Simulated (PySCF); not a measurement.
PySCF input for TaOF₂, SMILES [O]=[Ta]([F])[F] (connectivity only; charge and spin as stated), neutral, multiplicity 2, C-PCM-PBE0/def2-SVP. Geometry optimised at PBE-D3(BJ)/def2-TZVP. The multiplicity is an assumed one; other spin states were not compared. The isomer is the one that the SMILES or the coordinates give; other isomers of the formula were not compared. The def2 effective core potentials stand for the cores of Ta; spin–orbit coupling is left out.

```python
import numpy as np
from pyscf import gto, scf, dft
from pyscf.solvent import pcm

mol = gto.M(
    atom='''
    Ta   -0.04554551    0.00202287   -0.00000000
    O     0.12658212   -1.71615976    0.00000001
    F     0.12845362    0.75453383    1.72849403
    F     0.12845362    0.75453383   -1.72849403
    ''',
    basis='def2-SVP',
    ecp={'Ta': 'def2-svp'},
    charge=0,
    spin=1,
    max_memory=1600,
    verbose=3,
)
mf = dft.UKS(mol, xc='pbe0').density_fit(auxbasis='def2-universal-jkfit')
mf.grids.level = 3
mf.conv_tol = 1e-9
mf.max_cycle = 100
mf.kernel()
fine, coarse = mf.grids, dft.Grids(mol).set(level=1).build(with_non0tab=True)
for _ in range(3):  # follow internal instabilities
    mf.grids = coarse
    mo, _, stable, _ = mf.stability(return_status=True, nroots=4)
    mf.grids = fine
    if stable:
        break
    mf.kernel(mf.make_rdm1(mo, mf.mo_occ))
res = {}
for name, eps in {'water': 78.355, 'diethylether': 4.24, 'chloroform': 4.7113}.items():
    s = mf.PCM()
    s.with_solvent.method, s.with_solvent.eps, s.with_solvent.lebedev_order = 'C-PCM', eps, 29
    s.kernel(mf.make_rdm1())
    res[name] = (s.e_tot, eps, s.dip_moment(), s.mo_energy, s.converged)
    print(f'{name}: electrostatic solvation free energy {(s.e_tot - mf.e_tot) * 627.509474:.3f} kcal/mol')
```

It prints:

```

WARN: HOMO -0.460447484582506 >= LUMO -0.46044748458251

converged SCF energy = -331.593852127029  <S^2> = 0.75540366  2S+1 = 2.0053964
<class 'pyscf.df.df_jk.DFUKS'> wavefunction is stable in the internal stability analysis

WARN: PCM is an experimental feature. It is still in testing.
Features and APIs may be changed in the future.

converged SCF energy = -331.609454546295  <S^2> = 0.75466696  2S+1 = 2.0046615
Dipole moment(X, Y, Z, Debye): -1.17599,  2.74706, -0.00000
water: electrostatic solvation free energy -9.791 kcal/mol

WARN: PCM is an experimental feature. It is still in testing.
Features and APIs may be changed in the future.

converged SCF energy = -331.605548876708  <S^2> = 0.75484932  2S+1 = 2.0048435
Dipole moment(X, Y, Z, Debye): -1.07752,  2.55437, -0.00000
diethylether: electrostatic solvation free energy -7.340 kcal/mol

WARN: PCM is an experimental feature. It is still in testing.
Features and APIs may be changed in the future.

converged SCF energy = -331.605949821884  <S^2> = 0.7548305  2S+1 = 2.0048247
Dipole moment(X, Y, Z, Debye): -1.08733,  2.57373, -0.00000
chloroform: electrostatic solvation free energy -7.591 kcal/mol
```

The calculation finished and met its thresholds.
